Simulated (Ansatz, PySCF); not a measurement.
Molecule: C₂H₃, charge 1, multiplicity 1. It need not be the lowest isomer of its formula. SMILES: [CH2+][CH]
Structure (B3LYP-D3(BJ)/def2-TZVP (Ansatz, a program for electronic structure) minimum search):
```xyz
5

C     -0.5795    -0.0017    -0.0062
C      0.6720     0.0020     0.0071
H      1.7532     0.0052     0.0186
H     -1.1567     0.9359    -0.0245
H     -1.1514    -0.9427    -0.0001
```
Charge +1, spin multiplicity 1.

Wanted: vertical triplet-singlet gap (E(triplet) - E(singlet); each state is the SCF solution reached for its spin; for the singlet T1 is 0.026), in kcal/mol. Correlated levels leave the core frozen unless marked. UHF or UKS for open shells. No spin-orbit coupling. Non-relativistic. CBS(X,Y): correlation extrapolated as X^-3; Hartree-Fock from the larger set.

```tsv
level	program	vertical triplet-singlet gap (kcal/mol)	minus last row
HF/def2-SVPD	Ansatz	34.9	-28.2
SVWN5/def2-TZVPD	Ansatz	67.9	4.8
PBE/def2-TZVPD	Ansatz	61.3	-1.8
PBE0/def2-TZVPD	Ansatz	55.7	-7.4
BHLYP/def2-TZVPD	Ansatz	52.5	-10.6
M06-2X/def2-TZVPD	PySCF	56.4	-6.7
wB97M-V/def2-TZVPD	Ansatz	60.2	-2.9
MP2/def2-SVPD	Ansatz	60.9	-2.2
SCS-MP2/def2-TZVPPD	Ansatz	63.7	0.6
CCSD(T)/CBS(def2-TZVPPD,def2-QZVPPD)	Ansatz	63.1	0.0
```
